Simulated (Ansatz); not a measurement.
Relaxed structures of CH4BBr, singlet (PBE0-D4/def2-TZVP; forces vanish, vibrations not checked; lower isomers may exist, and structures with a doubtful reference or unclear bonds are left out; Å). Computed with Ansatz 0.2.0 (basis: def2-TZVPP); correlated methods freeze the cores. Filled d shells of the heavier atoms are correlated. The def2 sets are not built for correlating such inner shells, so the correlated values are less sure here.

(1) Rank them by CCSD(T) energy, lowest first, and give each one's height above the lowest. Links in brackets join atoms within 1.22 times the sum of their covalent radii (1.1 for two metals). (An estimate is asked for; the value comes from the calculation.)
A.
CH₄BBr ([BH2][CH2][Br])
```
7
angstrom
B -0.1275 -1.2115 0.2193
C 0.1936 0.1218 -0.4992
Br -1.1604 1.5145 -0.4112
H 0.3920 -0.0593 -1.5602
H -1.1449 -1.4102 0.8080
H 1.1167 0.5531 -0.0993
H 0.7102 -2.0664 0.1617
```
B.
CH₄BBr ([CH3][BH][Br])
```
7
angstrom
B -0.6101 -0.1442 0.0922
C 0.6872 0.4346 0.7024
Br -1.4193 0.6181 -1.4630
H 1.4181 -0.3680 0.8538
H -1.1867 -1.0800 0.5545
H 1.1475 1.2436 0.1364
H 0.4563 0.7993 1.7123
```
C.
CH₄BBr ([BH2][CH][BrH])
```
7
angstrom
B -0.1596 -0.8933 -0.1732
C 0.1697 0.4723 -0.5247
Br -1.3016 1.6317 -0.9447
H 0.7645 -1.6417 -0.0052
H -1.2890 -1.2784 -0.0612
H 1.0672 1.0498 -0.6860
H -1.6082 2.4191 0.2488
```

T1 diagnostic: at most 0.012.

Answers

(1) By the calculation: B (0.00 kcal/mol), A (37.89 kcal/mol), C (101.12 kcal/mol). Heights count from the lowest.

For scale, one of the runs: CCSD(T)/def2-TZVPP, 166 basis functions, launched by `ansatz run in.yaml --threads 2 --pin off --events-out ev --progress --plain --max-ram 4352MiB`. Hardware: 2 CPU threads of an Arm Neoverse V1, shared host. Wall time 57 s; peak host memory 1.4 GiB.
